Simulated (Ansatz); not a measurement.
Na₂Li₃⁺ was relaxed with B3LYP (def2-TZVP) in Ansatz in these states: charge +1 quintet, charge +1 singlet, charge +1 triplet. The geometries follow in no particular order.

A:

```xyz
5

Li   -0.9531   -1.1813   -0.5133
Li    1.5676   -0.2505    0.1524
Li   -0.6188    1.4270    0.3604
Na    0.3989    0.8852   -2.8251
Na   -0.3947   -0.8803    2.8256
```

B:

Cartesian coordinates in Å:
```
Li -0.517 -1.803 -0.098
Li 0.778 0.834 -1.489
Li -0.263 0.964 1.588
Na -2.625 0.806 -0.923
Na 2.627 -0.800 0.923
```

C:

```xyz
5

Li   -1.743   -0.134   -0.949
Li    0.694    1.189   -0.422
Li    1.101   -0.978    1.348
Na   -1.272    1.427    2.091
Na    1.220   -1.504   -2.067
```

**Question.** Judge from the bond lengths which geometry belongs to which state (an estimate).

**Answer.** A is the charge +1 singlet (Li1–Li3 2.771 Å, Li2–Li3 2.764 Å, Li1–Li2 2.768 Å); B is the charge +1 quintet (Li1–Li3 3.250 Å, Li2–Li3 3.251 Å, Li1–Li2 3.250 Å); C is the charge +1 triplet (Li1–Li3 3.752 Å, Li2–Li3 2.827 Å, Li1–Li2 2.823 Å).

At PBE0/def2-TZVP a singlet lies 1.89 eV below the charge +1 quintet. At PBE0/def2-TZVP a singlet lies 0.36 eV below the charge +1 triplet. These are the stationary points nearest to one start from a short search; other shapes may lie lower in each state.
